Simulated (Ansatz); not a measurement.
Consider the ligand exchange at the Si–O bond: `[SiH]O[SiH3]` + `[SiH3]N[SiH3]` → `[SiH]N([SiH3])[SiH3]` + `O[SiH3]`.

Gas-phase electronic energies from Ansatz, PBE0-D4/def2-TZVP geometries. CCSD(T)/CBS adds triple-zeta CCSD(T) − MP2 to the extrapolated MP2 energy (def2 sets, frozen cores). This one scheme is used for every species. DFT in def2-TZVPP.

`[SiH]O[SiH3]`:

```xyz
7

Si   -0.432   -1.033   -1.957
O     0.210    0.124   -0.979
Si    0.313    0.588    0.603
H    -1.133   -1.868   -0.855
H    -0.451   -0.359    1.456
H     1.742    0.593    1.001
H    -0.248    1.955    0.731
```

`[SiH3]N[SiH3]`:

```xyz
10

Si    0.313   -0.352    1.488
N     0.568    0.259   -0.105
Si   -0.509    0.255   -1.453
H    -0.947   -1.134    1.467
H     0.194    0.731    2.504
H     1.443   -1.225    1.909
H     1.448    0.734   -0.253
H    -1.664   -0.605   -1.095
H     0.162   -0.281   -2.669
H    -1.007    1.618   -1.792
```

`[SiH]N([SiH3])[SiH3]`:

```xyz
11

Si    1.749   -1.037    0.805
N     0.380   -0.277    0.063
Si   -0.079   -0.658   -1.580
Si   -0.544    0.890    0.991
H     1.586   -0.291    2.146
H     0.879   -1.668   -2.094
H    -0.035    0.564   -2.424
H    -1.462   -1.203   -1.615
H    -1.124    0.256    2.199
H     0.306    2.041    1.380
H    -1.655    1.384    0.128
```

`O[SiH3]`:

Z-matrix (Å, degrees):
```
Si
O 1 1.648
H 1 1.489 2 111.7
H 1 1.489 2 111.7 3 120.9
H 1 1.481 2 105.9 3 -119.6
H 2 0.957 1 117.9 3 -60.5
```

```
               species  r2SCANh-D4 energy (Eh)
        `[SiH]O[SiH3]`              -656.58189
       `[SiH3]N[SiH3]`              -637.93120
`[SiH]N([SiH3])[SiH3]`              -927.37813
             `O[SiH3]`              -367.12573
```

Work out ΔE.

ΔE = (-927.37813) + (-367.12573) − (-656.58189) − (-637.93120) = 0.00923 Eh = +5.8 kcal/mol. CCSD(T)/CBS gives +5.9 kcal/mol.

Largest T1 diagnostic among the species: 0.014.

Leaving LDA and LC-ωPBE aside and taking each functional with its dispersion term where it has one, the values, not all of them listed here, spread over 4.6 kcal/mol, from revPBE-D4 to CAM-B3LYP-D4. LDA lies −1.6 kcal/mol from PBE without D4. The D4 term adds −2.1 kcal/mol with B3LYP and −1.1 kcal/mol with PBE0; it sums over pairs of atoms, weighted by their polarisabilities, and B3LYP, whose exchange is more repulsive, gets the larger term. From BLYP to BHLYP (50 % exact exchange), in def2-TZVPP and without D4, ΔE moves by +0.8 kcal/mol.

B3LYP here is the variant with VWN-RPA as its local correlation; programs differ in this.
